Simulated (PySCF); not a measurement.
**What builds the third ionisation energy along the 4d series**

Calculated with PySCF 2.14 from differences of total energies of unrestricted determinants, without spin-orbit coupling. Each column adds one step, in eV (sums use unrounded values): valence MP2, valence CCSD, valence triples, then the next inner shell at CCSD(T) (Zr 4s 4p, Nb 4s 4p, Mo 4s 4p, Tc 4s 4p, Ag 4s 4p, Cd 4s 4p). References (NIST) marked * lie between the lowest fine-structure levels; the others compare directly ((s) semi-empirical, (t) theoretical).

```
                                                                               element     UHF  + MP2  + CCSD  + (T)  + inner shell     sum           reference
 Zr [Kr] 4d2 → [Kr] 4d1 (def2-QZVPPD with the def2 core potential (28 electrons), ECP)  22.411  0.102   0.033  0.000          0.379  22.924        23.170 (s) *
 Nb [Kr] 4d3 → [Kr] 4d2 (def2-QZVPPD with the def2 core potential (28 electrons), ECP)  24.231  0.328   0.066  0.003          0.348  24.975         25.04 (s) *
 Mo [Kr] 4d4 → [Kr] 4d3 (def2-QZVPPD with the def2 core potential (28 electrons), ECP)  26.079  0.556   0.061  0.010          0.285  26.991  27.13 ± 0.12 (s) *
 Tc [Kr] 4d5 → [Kr] 4d4 (def2-QZVPPD with the def2 core potential (28 electrons), ECP)  28.878  0.663   0.033  0.015          0.120  29.710         29.55 (s) *
 Ag [Kr] 4d9 → [Kr] 4d8 (def2-QZVPPD with the def2 core potential (28 electrons), ECP)  32.974  1.963  -0.286  0.092         -0.102  34.641    34.8 ± 0.3 (s) *
Cd [Kr] 4d10 → [Kr] 4d9 (def2-QZVPPD with the def2 core potential (28 electrons), ECP)  35.934  2.035  -0.360  0.096         -0.223  37.482    37.468 ± 0.006 *
```

What remains against the references is mostly basis incompleteness and, for starred values, spin-orbit coupling.

These are valence bases, so the inner-shell step is incomplete.
